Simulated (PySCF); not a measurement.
Ni(SH)2 (triplet state).
Geometry (PBE0-D3(BJ)/def2-SVP, Å), atoms numbered from 1 in this order:
```xyz
5
H2NiS2 angstrom
Ni     0.1075   -0.1773   -0.0183
S      0.3206   -0.5015    2.1009
H      0.3004    0.8164    2.4172
S      0.2249   -0.4935   -2.1446
H     -0.8785    0.2453   -2.4173
```

Theory: PySCF 2.14.0, PBE0-D3(BJ)/def2-SVP geometry optimisation, gas phase.

Masses are those of the commonest isotopes; rigid-rotor values at the optimised geometry. The values belong to one conformer.

(1) What are A, B and C (cm⁻¹)?

(2) Classify the top.

(3) What does the inertial defect say?

(4) Where do the levels up to J = 4 lie, in MHz?

(5) Which types of transition are allowed, and where do some lines up to J = 4 fall?

(6) Estimate the classical rotational partition function at 50 K and 500 K.

Answers

(1) Ia = 6.65, Ib = 300.93, Ic = 306.15 u·Å²; 505379 MHz·u·Å²/I gives 76009, 1679 and 1651 MHz, that is A = 2.53540, B = 0.05602, C = 0.05506 cm⁻¹.

(2) A near-prolate asymmetric top; Ray's κ = -0.999.

(3) Not planar: Δ = Ic − Ia − Ib = -1.43 u·Å². For a rigid frame Δ = −2 Σ m c², so Σ m c² = 0.72 u·Å² lies off the ab plane: 0.69 from hydrogen and 0.03 from heavier atoms. The atom farthest from that plane is 0.60 Å away.

(4) Above 0(0,0):
J = 1: 1(0,1) 3330, 1(1,1) 77660, 1(1,0) 77689
J = 2: 2(0,2) 9990, 2(1,2) 84292, 2(1,1) 84378, 2(2,1) 307368, 2(2,0) 307368
J = 3: 3(0,3) 19981, 3(1,3) 94239, 3(1,2) 94411, 3(2,2) 317358, 3(2,1) 317358, 3(3,1) 689080, 3(3,0) 689080
J = 4: 4(0,4) 33301, 4(1,4) 107503, 4(1,3) 107789, 4(2,3) 330679, 4(2,2) 330679, 4(3,2) 702400, 4(3,1) 702400, 4(4,1) 1222811, 4(4,0) 1222811
Those of J = 1 are B + C, A + C and A + B.

(5) The dipole components are |μa| = 0.00 D, |μb| = 2.60 D, |μc| = 0.00 D; the symmetry axis of this C2 structure is b, so μa and μc vanish by symmetry and there are no a-type or c-type lines. Some lines, for components of 0.1 D or more:

```tsv
type	branch	J(Ka,Kc)	MHz	lower level (cm⁻¹)
b	Q	1(1,0) ← 1(0,1)	74359	0.111
b	Q	3(1,2) ← 3(0,3)	74430	0.666
b	R	2(1,2) ← 1(0,1)	80962	0.111
b	R	4(1,4) ← 3(0,3)	87522	0.666
b	Q	4(2,2) ← 4(1,3)	222890	3.595
b	Q	3(2,1) ← 3(1,2)	222947	3.149
b	Q	2(2,0) ← 2(1,1)	222990	2.815
b	Q	2(2,1) ← 2(1,2)	223076	2.812
b	Q	4(2,3) ← 4(1,4)	223176	3.586
b	R	2(2,0) ← 1(1,1)	229708	2.590
b	R	3(2,2) ← 2(1,1)	232981	2.815
b	R	3(2,1) ← 2(1,2)	233066	2.812
b	R	4(2,3) ← 3(1,2)	236268	3.149
b	R	4(2,2) ← 3(1,3)	236439	3.143
b	Q	3(3,0) ← 3(2,1)	371722	10.586
b	Q	3(3,1) ← 3(2,2)	371722	10.586
b	Q	4(3,2) ← 4(2,3)	371722	11.030
b	R	4(3,2) ← 3(2,1)	385042	10.586
b	R	4(3,1) ← 3(2,2)	385042	10.586
b	Q	4(4,1) ← 4(3,2)	520410	23.430
b	R	4(4,0) ← 3(3,1)	533731	22.985
```

(6) Point group C2, symmetry number σ = 2; q = (√π/σ)·√((kT/h)³/(ABC)), k/h = 20836.6 MHz/K: 2050 at 50 K, 64900 at 500 K.

For this open shell read J as N, the rotation without spin; fine and hyperfine splittings come on top. Not checked by PBE0-D3(BJ)/def2-SVP frequencies. ⟨S²⟩ = 2.006 (exact for a triplet: 2.00). No vibrational averaging or centrifugal distortion is included, and the geometry carries the error of its method.
